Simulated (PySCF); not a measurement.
## Computed spin Hamiltonian

C7H11O (doublet state).
Structure used (GFN2-xTB), in Å, numbered top down from 1:
```xyz
19
C7H11O angstrom
C     -2.7236    0.7005    0.4583
C     -1.5654    0.2620    0.0991
C     -1.1201   -1.1883    0.1299
C      0.2324   -1.2112   -0.5755
C      0.8272    0.1907   -0.3405
C      1.5007    0.2887    1.0294
O      1.7261    0.5706   -1.3667
C     -0.4006    1.1045   -0.4224
H     -3.2659    1.6108    0.5400
H     -1.0254   -1.5137    1.1684
H     -1.8526   -1.8339   -0.3535
H      0.8823   -2.0052   -0.2066
H      0.0978   -1.3443   -1.6506
H      2.3066   -0.4398    1.1135
H      0.7788    0.1044    1.8196
H      1.9180    1.2847    1.1626
H      2.5276    0.0421   -1.2861
H     -0.2780    2.0263    0.1425
H     -0.5757    1.3604   -1.4689
```

The hyperfine couplings belong to this conformer and change with its torsions.

As a line formula: `C1/C(C[C@@](C)(C1)O)=[C]/[H]` [radical].

The calculation used UKS B3LYP, pcH-1 on C H O, non-relativistic, mean-field spin-orbit, GIAO in PySCF. Isolated species at its GFN2-xTB geometry (one conformer only). The geometry wasn't refined by DFT: couplings that depend on bond lengths, twists or pyramidal angles can differ widely from those at the functional's own minimum. The SCF solution wasn't tested for stability.

```json
{"g1, g2, g3": "2.00175, 2.00217, 2.00270", "g_iso": "2.00221", "Form of g": "rhombic: the two nearest values differ by 44 % of g3 − g1", "⟨S²⟩": "0.7594 (exact 0.7500)"}
```

Hyperfine couplings atom by atom, in MHz; T1 to T3 are the principal values of the dipolar part:

| atom | isotope | a_iso | T1 | T2 | T3 | Mulliken spin population |
| --- | --- | --- | --- | --- | --- | --- |
| C1 | 13C | 288.5 | -81.1 | -58.6 | 139.7 | 1.05 |
| C2 | 13C | -14.0 | -19.8 | 2.6 | 17.2 | -0.19 |
| C3 | 13C | 52.3 | -5.2 | -4.7 | 9.9 | 0.05 |
| C4 | 13C | -1.2 | -0.7 | -0.4 | 1.2 | 0.00 |
| C5 | 13C | 3.2 | -1.3 | -0.7 | 2.0 | 0.01 |
| C6 | 13C | 0.1 | -0.3 | -0.2 | 0.4 | 0.00 |
| O7 | 17O | -8.7 | -0.8 | 0.3 | 0.5 | 0.00 |
| C8 | 13C | 68.2 | -8.8 | -8.4 | 17.2 | 0.08 |
| H9 | 1H | 32.1 | -32.4 | -6.6 | 39.0 | 0.01 |
| H10 | 1H | -12.3 | -4.2 | -2.1 | 6.3 | 0.00 |
| H11 | 1H | -9.8 | -4.9 | -2.2 | 7.1 | 0.00 |
| H12 | 1H | 3.6 | -1.1 | -0.6 | 1.7 | 0.00 |
| H13 | 1H | 0.2 | -1.1 | -1.0 | 2.1 | 0.00 |
| H14 | 1H | 0.2 | -0.6 | -0.5 | 1.1 | 0.00 |
| H15 | 1H | -0.1 | -1.2 | -0.9 | 2.2 | 0.00 |
| H16 | 1H | 0.2 | -0.8 | -0.6 | 1.4 | 0.00 |
| H17 | 1H | 4.2 | -0.6 | -0.5 | 1.1 | 0.00 |
| H18 | 1H | -10.4 | -5.6 | -1.6 | 7.2 | -0.01 |
| H19 | 1H | -15.8 | -4.9 | -1.4 | 6.2 | -0.01 |

The largest Mulliken spin populations are on C1 (+1.05), C2 (-0.19) and C8 (+0.08). No atom but C1 exceeds +0.15. The positive populations add up to 1.21 and the negative ones to -0.21, together 2S = 1.

Axes: g1 points within 7° of the C1–H9 bond and g2 points within 4° of the C2–C8 bond.

Under fast tumbling the dipolar parts average out, and these isotropic splittings remain (the largest six): 1 × 1H (H9, I = 1/2, 2 lines) with 1.14 mT, 1 × 1H (H19, I = 1/2, 2 lines) with 0.56 mT, 1 × 1H (H10, I = 1/2, 2 lines) with 0.44 mT, 1 × 1H (H18, I = 1/2, 2 lines) with 0.37 mT, 1 × 1H (H11, I = 1/2, 2 lines) with 0.35 mT and 1 × 1H (H17, I = 1/2, 2 lines) with 0.15 mT.

The 17O coupling of O7 (-8.7 MHz) shows only in satellite lines or after enrichment, since that isotope makes up about 0.038 % of natural oxygen.

The 13C coupling of C1 (288.5 MHz) shows only in satellite lines or after enrichment, since that isotope makes up about 1.07 % of natural carbon.

β density exceeds α density at some nuclei, such as C2 (-0.0125), H19 (-0.0035) and H10 (-0.0027), spin density in bohr⁻³. In a single determinant that takes different orbitals for the two spins, that is spin polarisation.
